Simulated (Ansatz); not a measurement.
`CC(=S)[SiH2]O`. The species carries charge 0 and has multiplicity 1. All single points use the PBE0-D4/def2-TZVP geometry. It is one conformer, not always the lowest.

```xyz
11

C     0.230   -1.475   -0.822
C     0.241   -0.007   -0.587
S     0.769    1.067   -1.682
Si   -0.385    0.690    1.063
O    -0.257    2.317    1.023
H     0.820   -1.979   -0.048
H     0.621   -1.737   -1.806
H    -0.792   -1.859   -0.720
H     0.437    0.104    2.155
H    -1.796    0.259    1.245
H     0.112    2.620    0.179
```

Question: What is the dipole moment at PBE/def2-TZVPP? (An estimate is asked.)

Answer: Ansatz gave: 2.27 D, with components (-0.03, -2.24, -0.32) D in this frame, pointing from negative to positive charge.

Question: And with r2SCAN, B3LYP, ωB97M-V? (Estimate.)

Answer: Ansatz gave: r2SCAN 2.34 D, B3LYP 2.30 D, ωB97M-V 2.21 D.

Question: Give the Mulliken charges with PBE, r2SCAN, B3LYP in def2-TZVPP. (An estimate is asked.)

Answer: Computed: 
| atom | PBE | r2SCAN | B3LYP |
| --- | --- | --- | --- |
| C1 | -0.21 | -0.11 | -0.22 |
| C2 | 0.02 | -0.03 | -0.01 |
| S3 | -0.21 | -0.21 | -0.21 |
| Si4 | 0.44 | 0.55 | 0.54 |
| O5 | -0.36 | -0.43 | -0.41 |
| H6 | 0.10 | 0.07 | 0.10 |
| H7 | 0.09 | 0.06 | 0.10 |
| H8 | 0.10 | 0.07 | 0.10 |
| H9 | -0.08 | -0.09 | -0.09 |
| H10 | -0.08 | -0.09 | -0.09 |
| H11 | 0.18 | 0.20 | 0.18 |

B3LYP here is the variant with VWN-RPA as its local correlation; programs differ in this.
